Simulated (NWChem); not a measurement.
System: C$_{5}$H$_{3}$NO; SMILES N#Cc1ccoc1

Results from NWChem. STO-3G and 3-21G are far too small for this property and stand as cheap habits. Structure relaxed at the PBE0/def2-SVP level. Vertical excitations in the gas phase; the lowest state need not have the same character in each row.

For level PBE/def2-SVP, TDA:

```yaml
lowest excitation, singlet (eV): 5.62
orbital gap (eV): 4.56
```

**Question.** How do the values read with level PBE/3-21G, TDA instead?

**Answer.** 
| Quantity | Result |
|---|---|
| lowest excitation, singlet (eV) | 5.87 |
| orbital gap (eV) | 4.80 |
